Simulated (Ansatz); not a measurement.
`NB(O)[SiH2]Cl` + H₂ → `NB[SiH2]Cl` + H₂O  (hydrogenolysis of a B–O bond)

Calculated with Ansatz (gas phase, PBE0-D4/def2-TZVP geometries, no zero-point term in ΔE). CCSD(T)/CBS adds triple-zeta CCSD(T) − MP2 to the extrapolated MP2 energy (def2 sets, frozen cores). This one scheme is used for every species. DFT in def2-TZVPP. B3LYP here is the variant with VWN-RPA as its local correlation; programs differ in this. One conformer a species, not always the lowest.

`NB(O)[SiH2]Cl`:

Z-matrix (Å, degrees):
```
Si
Cl 1 2.076
B 1 2.031 2 108.8
H 1 1.488 2 107.0 3 122.8
H 1 1.488 2 107.0 3 -122.8
O 3 1.374 1 123.7 2 180.0
N 3 1.394 1 118.1 2 -0.0
H 6 0.957 3 114.9 1 -0.0
H 7 1.005 3 122.5 1 0.0
H 7 1.007 3 122.6 1 180.0
```

H₂:

Cartesian coordinates in Å:
```
H 0.372 -0.012 -0.032
H -0.372 0.012 0.032
```

`NB[SiH2]Cl`:

Z-matrix (Å, degrees):
```
Si
B 1 2.014
Cl 1 2.073 2 109.0
H 1 1.487 2 113.3 3 -118.8
H 1 1.491 2 113.0 3 118.4
N 2 1.384 1 120.3 3 -120.0
H 2 1.198 1 121.4 3 59.7
H 6 1.008 2 123.0 1 179.5
H 6 1.007 2 123.7 1 0.3
```

H₂O:

Z-matrix (Å, degrees):
```
O
H 1 0.960
H 1 0.960 2 105.1
```

Q: Is it downhill or uphill in electronic energy at CCSD(T)/CBS, and by how much? (Best estimate.)

A: The calculation gave: Uphill: ΔE = +89.6 kJ/mol.

Q: What do these levels give: PBE-D4, revPBE-D4, BLYP-D4, B97M-V, B3LYP-D4, BHLYP-D4, ωB97X-V, BLYP, B3LYP, r2SCAN0, HF/def2-SVP, HF/def2-QZVPP? (An estimate is asked.)

A: Computed: PBE-D4 96.4, revPBE-D4 98.2, BLYP-D4 99.6, B97M-V 98.5, B3LYP-D4 96.7, BHLYP-D4 94.5, ωB97X-V 94.2, BLYP 90.7, B3LYP 90.1, r2SCAN0 96.9, HF/def2-SVP 92.5, HF/def2-QZVPP 82.1 kJ/mol.

Q: What do rigid-rotor, harmonic-oscillator terms from PBE0-D4/def2-TZVP frequencies (298.15 K, 1 bar) make of the CCSD(T)/CBS value? (Best estimate.)

A: Ansatz gave: ΔZPE = +13.9 kJ/mol, ΔH = +102.1 kJ/mol, ΔS = 36 J/(mol·K), ΔG = +91.5 kJ/mol. Modes under 50 cm⁻¹ make the entropy rough.

Largest T1 diagnostic among the species: 0.012.

Leaving LDA and LC-ωPBE aside and taking each functional with its dispersion term where it has one, the values, not all of them listed here, spread over 9.5 kJ/mol, from PBE-QIDH to r2SCAN-D4. LDA lies +13.6 kJ/mol from PBE without D4. The D4 term adds +6.6 kJ/mol with B3LYP and +3.5 kJ/mol with PBE0; it sums over pairs of atoms, weighted by their polarisabilities, and B3LYP, whose exchange is more repulsive, gets the larger term. At CCSD(T), def2-SVP lies +14.3 kJ/mol from the extrapolated value and def2-TZVPP +1.6 kJ/mol.
